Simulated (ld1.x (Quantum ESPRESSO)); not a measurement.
**Plane-wave convergence, ultrasoft potential for F**

F, ultrasoft, made with ld1.x (Quantum ESPRESSO) 7.5 (PW91, non-relativistic). Core [He], reference 2s1 2p6. Waves: 2s (bound): rcut 0.45, rcutus 0.60 bohr; 2s channel at -1.9 Ry: rcut 0.45, rcutus 0.60 bohr; 2p (bound): rcut 1.20, rcutus 1.65 bohr; 2p channel at 0.55 Ry: rcut 1.20, rcutus 1.65 bohr; 3d channel at -0.1 Ry: rcut 1.40, rcutus 1.90 bohr; 3d channel at 1.15 Ry: rcut 1.40, rcutus 1.90 bohr. Local part: all-electron potential smoothed inside 1.05 bohr (lloc = -2). Core correction: none. Augmentation charge: built from norm-conserving waves at rcut, not smoothed further.

The pseudo-atom Hamiltonian at the reference potential is diagonalised in spherical Bessel functions j_l(qr) that vanish at 20 bohr, with q² up to the cutoff. All-electron valence levels (Ry): 2s -2.2296, 2p -0.8548.

Q: How do the lowest levels (Ry) of each channel move with the cutoff, and are there ghosts?

A:

```csv
cutoff (Ry),s #1,p #1,d #1,f #1,Σ f·Δε (mRy)
8,-1.8989,-0.5851,0.0822,0.1220,1949.0
12,-1.9625,-0.7605,0.0822,0.1220,833.2
18,-1.9674,-0.8371,0.0822,0.1220,368.6
25,-1.9830,-0.8532,0.0822,0.1220,256.4
35,-2.0426,-0.8546,0.0822,0.1220,188.9
50,-2.1374,-0.8548,0.0822,0.1220,92.7
60,-2.1736,-0.8548,0.0822,0.1220,56.2
80,-2.2117,-0.8548,0.0822,0.1220,18.1
100,-2.2258,-0.8548,0.0822,0.1220,4.0
120,-2.2288,-0.8548,0.0822,0.1220,1.0
160,-2.2292,-0.8548,0.0822,0.1220,0.5
400,-2.2297,-0.8548,0.0822,0.1220,0.0
```

Result: no extra level below or beside the all-electron valence levels (s, p, d, f tested); 10 mRy is reached at 90 Ry and 1 mRy at 120 Ry.

Its largest configuration-test error is +892 meV.
